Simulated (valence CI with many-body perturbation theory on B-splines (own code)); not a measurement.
## Tc²²⁺ in brief

Computed by configuration interaction combined with many-body perturbation theory (CI+MBPT): three valence electrons over a frozen Dirac-Fock core [Ar], a basis of 7 s, 7 p, 8 d, 6 f, 4 g, 1 h functions for each j, with the one-electron correlation potential Σ1, the two-electron term Σ2, the three-electron term Σ3, Breit, model QED; selected CI, second order for the rest, scaled by the run's own slope (own B-spline code, finite nucleus).

No measured spectrum was set against this ion. As an estimate, terms of the open shell hold to 2 to 4 % of their energy, and close levels can change places. Only levels of the ground parity were solved; by the run's estimate the other parity begins above the list, which can be wrong where configurations are misplaced.

Names give the largest LS component (configuration and term), which can be under half, so a name can repeat, a term be missing and a line seem to break the LS rules; names also repeat where a configuration has a term twice.

Rates and lifetimes use the calculated energies. Strong lines usually hold to 10 to 20 %, long lifetimes can be off by a factor of two.

**Question.** What is the ground level?

**Answer.** 3d³ ⁴F_3/2, composition 88 % 3d³ ⁴F + 11 % 3d³ ²D, g = 0.454.

**Question.** How well does LS coupling describe the low levels?

**Answer.** Among the lowest 19 levels the leading LS term, summed over configurations, holds 80 % on average. For single configurations the figures are 80 % in LS and 73 % in jj coupling. Terms mix most in the J = 3/2 level at 108820 cm⁻¹, where the leading one holds 49 %.

**Question.** How is the term ⁴F of the ground level split?

**Answer.** J = 3/2 at 0.0, J = 5/2 at 19962, J = 7/2 at 37627, J = 9/2 at 51246 cm⁻¹.

**Question.** What is the ionisation energy?

**Answer.** 1033.3 eV; NIST lists 1032 ± 4 eV (theoretical).
